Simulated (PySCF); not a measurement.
Species: CH₆OSSi.
Geometry (GFN2-xTB, Å), atoms numbered from 1 in this order:
```
atom  x, y, z in Å
C1    -1.7759    0.4382   -0.0637
S2    -0.1438    0.9669   -0.6580
Si3    1.0884   -0.5191    0.2849
O4     2.6203   -0.2175   -0.1284
H5    -1.9788   -0.5713   -0.4072
H6    -1.8003    0.4825    1.0205
H7    -2.5038    1.1260   -0.4806
H8     0.9455   -0.3884    1.7280
H9     0.7036   -1.8279   -0.2240
H10    2.8537    0.5152   -0.6927
```

Method used: PySCF, TDDFT B3LYP/def2-SVPD, vertical, gas phase, core orbitals frozen in the response. GFN2-xTB frequencies show an imaginary mode (63i cm⁻¹), so this geometry is no minimum at that level.

Transition dipole moments from the ground state, in atomic units and in the frame of the coordinates above (overall signs are arbitrary), for the states with f of 0.002 or more among the lowest 8:

| state | E (eV) | μx | μy | μz |
| --- | --- | --- | --- | --- |
| S2 | 5.895 | 0.043 | 0.250 | 0.339 |
| S3 | 6.360 | -0.024 | -0.143 | -0.194 |
| S5 | 6.649 | -0.303 | 0.076 | -0.018 |
| S8 | 7.196 | -0.110 | -0.445 | 0.343 |

Problem. Work out the oscillator strengths.

Solution. f = (2/3) ΔE |μ|² with ΔE in hartree (27.2114 eV).

| state | \|μ\|² (au) | \|μ\| (D) | f |
| --- | --- | --- | --- |
| S2 | 0.179 | 1.08 | 0.026 |
| S3 | 0.059 | 0.62 | 0.009 |
| S5 | 0.098 | 0.80 | 0.016 |
| S8 | 0.328 | 1.45 | 0.058 |

Problem. Label these states by symmetry in Cs.

Solution. From a totally symmetric ground state, an allowed state transforms like the component of the dipole operator along its μ. Polarised normal to the mirror plane, so A″: S2 and S3. Polarised in the mirror plane, so A′: S5 and S8.

Problem. What angle do the transition dipoles of S2 and S8 make?

Solution. |cos θ| = |μa·μb| / (|μa| |μb|) = 0.00, so θ ≈ 90° (taken between 0 and 90°, since the signs are arbitrary).

Problem. What peak molar absorption coefficient would the strongest computed level give as a lone Gaussian band 0.4 eV wide at half height?

Solution. ε(max) = 2.175×10⁸ f / FWHM, with the width in cm⁻¹. S8: 2.175×10⁸ × 0.0578 / 3226 ≈ 3900 L mol⁻¹ cm⁻¹.

One conformer stands for the species.
